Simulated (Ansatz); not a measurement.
Two isomers of C2H7FOSi: A = `CC[SiH](O)F`, B = `C[SiH2]OCF`.

Gas-phase electronic energies from Ansatz, PBE0-D4/def2-TZVP geometries. CBS: MP2 limit from def2 TZ/QZ plus the TZ coupled-cluster correction, frozen cores. Functionals use def2-TZVPP. B3LYP here is the variant with VWN-RPA as its local correlation; programs differ in this. One conformer a species, not always the lowest.

Task: Which isomer does CCSD(T)/CBS put lower? Give the gap. (An estimate is asked.)

Result: Computed: A, by 60.1 kcal/mol.

Task: Give E(B) − E(A) in kcal/mol with r2SCAN-D4, B3LYP-D4, CCSD/def2-TZVPP, B3LYP, HF/def2-TZVPP, CCSD(T)/def2-SVP, MP2/def2-TZVPP. (Best estimate.)

Result: Ansatz gave: r2SCAN-D4 57.3, B3LYP-D4 56.3, CCSD/def2-TZVPP 58.7, B3LYP 55.9, HF/def2-TZVPP 56.2, CCSD(T)/def2-SVP 51.1, MP2/def2-TZVPP 61.5. None reverses the order clearly.

Task: Does the order hold for the free energy at 298.15 K (harmonic terms from PBE0-D4)? (Best estimate.)

Result: The calculation gave: Yes: G(B) − G(A) = +58.4 kcal/mol, for one conformer each. Modes under 60 cm⁻¹, often nearly free rotors, make the harmonic entropy too high.

Largest T1 diagnostic: 0.011.

Leaving LDA and LC-ωPBE aside and taking each functional with its dispersion term where it has one, the values, not all of them listed here, spread over 4.3 kcal/mol, from revPBE-D4 to PBE-QIDH. In def2-TZVPP, CCSD(T) changes the Hartree–Fock value by +2.3 kcal/mol (the triples alone add −0.2 kcal/mol) and MP2 by +5.3 kcal/mol.
